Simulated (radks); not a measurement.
Problem. Excited configurations of the hafnium ion Hf61+: one electron is placed in a higher orbital outside [Ne]. The ground configuration is [Ne] 3s1. Calculated with a radial shooting solver on a logarithmic mesh with Libxc functionals: scalar-relativistic Kohn-Sham, PBE, spin-polarised, spherical densities, finite nucleus; open shells are filled with parallel spins first (spin-orbit coupling, left out, can overturn this in heavy ions); Fermi nuclear charge, rms radius 5.347 fm. Excitation = E - E(ground); binding = E(ion) - E, where the ion is the core of charge +62; n* = 62/sqrt(2 binding) in atomic units. These energies are relativistic, and a one-electron ion of charge +62 with no core already has n* below n in this formula (scalar-relativistic equation, point nucleus: 4p 3.951, 4d 3.978, 5s 4.907, 7s 6.903, 7d 6.970). The quantum defect is therefore taken as that value minus n*, so that it holds no relativistic shift of the bare ion.

| outer orbital | excitation (eV) | binding (eV) | n* | quantum defect | eigenvalue (eV) | <r> (bohr) |
|---|---|---|---|---|---|---|
| 4p | 3205.6 | 3489.0 | 3.872 | 0.079 | -3463.1 | 0.3470 |
| 5s | 4405.3 | 2289.3 | 4.780 | 0.128 | -2274.1 | 0.5532 |
| 7s | 5553.4 | 1141.2 | 6.770 | 0.133 | -1134.0 | 1.110 |
| 7d | 5604.5 | 1090.1 | 6.927 | 0.043 | -1082.7 | 1.114 |

Estimate the row for 4d.

Solution. excitation (eV) 3336.0; binding (eV) 3358.6; n* 3.946; quantum defect 0.032; eigenvalue (eV) -3330.7; <r> (bohr) 0.3283. The Delta-SCF ionisation energy is 6694.6 eV (NIST Atomic Spectra Database: 6674 eV, theoretical). Self-interaction in the functional shifts the binding energies and quantum defects, so they are the method's values and not measured ones.
